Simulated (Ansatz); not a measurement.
Geometry optimisation, RKS r2SCAN-D4/def2-SVP (Ansatz).

Input file:

```yaml
crystal:
  periodic: [false, false, false]
  atoms:
    - { symbol: F, position_ang: [-1.0623, 0.3517, 1.5254] }
    - { symbol: B, position_ang: [0.2754, 0.5991, 1.1772] }
    - { symbol: B, position_ang: [0.835, 0.0931, -0.2982] }
    - { symbol: F, position_ang: [2.3326, 0.3109, -0.6165] }
    - { symbol: Sb, position_ang: [-0.4801, -0.9263, -1.7699] }
    - { symbol: H, position_ang: [0.9978, 1.151, 1.9473] }
    - { symbol: H, position_ang: [-1.6999, 0.3067, -1.5175] }
    - { symbol: H, position_ang: [-1.1063, -1.9434, -0.5035] }
basis:
  gaussian: { orbitals: def2-SVP }
hamiltonian:
  xc: r2scan
  dispersion: d4
relax:
  f_tol: 0.015
  max_steps: 40
```

Run as:

```bash
$ ansatz run input.yaml --threads 2 --pin off --max-ram 3072MiB --backend cpu --events-out ev --progress --plain --runs-dir out
```

Q: Where does it end, and by what steps?

A: The forces met the threshold. After 28 steps the energy has fallen by 1.143 eV; H6 moved furthest, 1.39 Å.

| step | energy less start (eV) | largest force component (eV/Å) | accepted |
| --- | --- | --- | --- |
| 0 | 0.0000 | 4.700 | yes |
| 1 | -0.6425 | 3.319 | yes |
| 2 | -0.8878 | 0.397 | yes |
| 3 | -0.9245 | 0.185 | yes |
| 4 | -0.9266 | 0.124 | yes |
| 5 | -0.9332 | 0.119 | yes |
| 6 | -0.9333 | 0.401 | yes |
| 7 | -0.9732 | 0.143 | yes |
| 8 | -1.0036 | 0.204 | yes |
| 9 | -1.0352 | 0.217 | yes |
| 10 | -1.0539 | 0.493 | yes |
| 11 | -1.0922 | 0.258 | yes |
| 12 | -1.0945 | 0.719 | yes |
| 13 | -1.0885 | 0.619 | no |
| 14 | -1.1153 | 0.250 | yes |
| 15 | -1.1301 | 0.063 | yes |
| 16 | -1.1369 | 0.087 | yes |
| 17 | -1.1395 | 0.145 | yes |
| 18 | -1.1398 | 0.137 | yes |
| 19 | -1.1410 | 0.092 | yes |
| 20 | -1.1412 | 0.090 | yes |
| 21 | -1.1395 | 0.170 | no |
| 22 | -1.1424 | 0.026 | yes |
| 23 | -1.1426 | 0.015 | yes |
| 24 | -1.1427 | 0.025 | yes |
| 25 | -1.1427 | 0.022 | yes |
| 26 | -1.1427 | 0.021 | yes |
| 27 | -1.1428 | 0.022 | yes |
| 28 | -1.1428 | 0.014 | yes |

```xyz
8
Properties=species:S:1:pos:R:3
F -0.266 0.176 2.247
B 0.305 0.750 1.190
B 0.914 -0.160 -0.104
F 2.097 -0.740 -0.246
Sb -0.539 -0.293 -1.883
H 0.225 1.965 1.126
H -1.859 0.190 -0.893
H -0.784 -1.947 -1.494
```

Run time: 31 s on 2 threads of AMD EPYC 9R45 96-Core Processor (Zen 5) (shared host), peak memory 0.17 GiB.
